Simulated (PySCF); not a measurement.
**Be (beryllium, neutral): UHF calculation**

Configuration: [He] 2s1 3s1, 3s spin antiparallel (an excited configuration). All numbers are calculated (PySCF 2.14, scalar relativity by spin-free X2C-1e, in aug-cc-pCVTZ-DK with one added diffuse shell each of s, p, d, f type (8s7p5d3f, 75 functions)).

```
Total energy                        : -14.575388 hartree
One-electron energy                 : -19.0658 hartree
Hartree (Coulomb) energy            : 7.1582 hartree
Exchange energy                     : -2.6678 hartree
⟨S²⟩                                : 0.0000
⟨L²⟩                                : 0.000
Sum of ⟨r⟩                          : 6.128 bohr
Sum of ⟨r²⟩                         : 17.32 bohr²
Langevin diamagnetic susceptibility : -13.7 ×10⁻⁶ cm³/mol
```

```json
{"shell": "1s α", "electrons": "1", "mean orbital energy (eV)": "-128.80", "rms radius, mean of both spins (bohr)": "0.483"}
{"shell": "1s β", "electrons": "1", "mean orbital energy (eV)": "-128.80", "rms radius, mean of both spins (bohr)": "0.483"}
{"shell": "2s α", "electrons": "1", "mean orbital energy (eV)": "-8.417", "rms radius, mean of both spins (bohr)": "2.90"}
{"shell": "3s β", "electrons": "1", "mean orbital energy (eV)": "-8.417", "rms radius, mean of both spins (bohr)": "2.90"}
```

The outer electron is Rydberg-like, and this basis confines it to a smaller radius and binds it less than a complete one would. With the s spin flipped the determinant is a mixture of two multiplicities, not a spectroscopic state.
